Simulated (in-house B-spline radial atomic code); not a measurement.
How numerical settings move a run on Sb IV (Sb3+), [Kr] 4d10 5s2. Computed with an all-electron radial atomic-structure program (B-spline basis): non-relativistic Hartree-Fock, spin-polarised, averaged over the determinants with the given up and down occupations, point nucleus.

Command:
```bash
python run_scf.py task.json out
```
Settings of the sound reference run:
```
Z                51
electrons        48
configuration    [Kr] 4d10 5s2
hamiltonian      nr
method           hf
spin_polarised   True
knot_spacing     0.22
spline_order     8
gauss_points     12
box_radius       16.22
max_iterations   70
damping          0.5
damped_steps     3
diis_vectors     10
tolerance        1e-08
start            Thomas-Fermi
```

Cost of the run: 0.18 s on 1 thread of AMD EPYC 7R43 64-Core Processor, on a shared host.

It converges in 10 iterations to -6311.700326 hartree, with 5s up at -40.3501 eV. The other runs change the listed settings, some to values that make no sense; their results aren't properties of the atom or ion. Radii are in bohr (the nuclear one in fm), a minus after a letter asks for a j subshell, and «unchanged» means within 1e-8 hartree. The run stops when the residual is below 10 × tolerance × max(1, Z/10), or a noise floor if that is larger, and the energy moves by less than 1e-8 × √|E| hartree; so very loose and very tight tolerances often act alike.

| changed settings | outcome |
| --- | --- |
| max_iterations = 12 | converged in 10 iterations, energy unchanged |
| max_iterations = 60, damping = 0.2, start = bare nucleus | converged in 11 iterations, energy unchanged, 5s up level +5.1e-07 eV |
| max_iterations = 5 | not converged after 5 iterations, last residual 1.3e-02, last energy +5.15e-03 hartree from the reference |
| spline_order = 10, max_iterations = 100, damped_steps = 8, tolerance = 0.001, start = bare nucleus | converged in 13 iterations, energy -6.71e-08 hartree from the reference, 5s up level +1.5e-04 eV |
| damped_steps = 8 | converged in 14 iterations, energy unchanged, 5s up level -4.8e-07 eV |
| damped_steps = 1 | converged in 9 iterations, energy unchanged, 5s up level +7.6e-07 eV |
| damped_steps = 30 | converged in 26 iterations, energy unchanged, 5s up level +1.6e-06 eV |
| electrons = 51, configuration = [Kr] 4d10 5s2 6s3, max_iterations = 100 | stopped with error: shell 6s holds at most 1 electrons (per spin) |
| damping = 0.95 | converged in 11 iterations, energy unchanged, 5s up level -4.1e-07 eV |
| max_iterations = 60, damped_steps = 1, tolerance = 1e-06 | converged in 8 iterations, energy unchanged, 5s up level +1.3e-05 eV |
| damped_steps = 0 | converged in 9 iterations, energy unchanged, 5s up level +6.9e-07 eV |
| knot_spacing = 0.3, spline_order = 4, gauss_points = 3, max_iterations = 2 | not converged after 2 iterations, last residual 5.5e-01, last energy +4.41e+00 hartree from the reference |
| electrons = 49, configuration = [Kr] 4d10 5s2 6p-1, max_iterations = 100 | stopped with error: j subshells need the Dirac Hamiltonian and l > 0 |

Question: What happens with max_iterations = 3?

Answer: Not converged after 3 iterations, last residual 1.1e-01, last energy +3.31e-01 hartree from the reference.

Question: What happens with max_iterations = 2?

Answer: Not converged after 2 iterations, last residual 4.2e-01, last energy +4.38e+00 hartree from the reference.

Question: What happens with hamiltonian = dirac, nucleus = fermi, rms_radius = 4.6802, mass_number = 121, atomic_mass = 120.9038, speed_of_light = 137.036?

Answer: Stopped with error: spin polarisation is not served with the Dirac Hamiltonian.

Question: What happens with max_iterations = 8?

Answer: Not converged after 8 iterations, last residual 7.7e-05, last energy +1.01e-07 hartree from the reference.
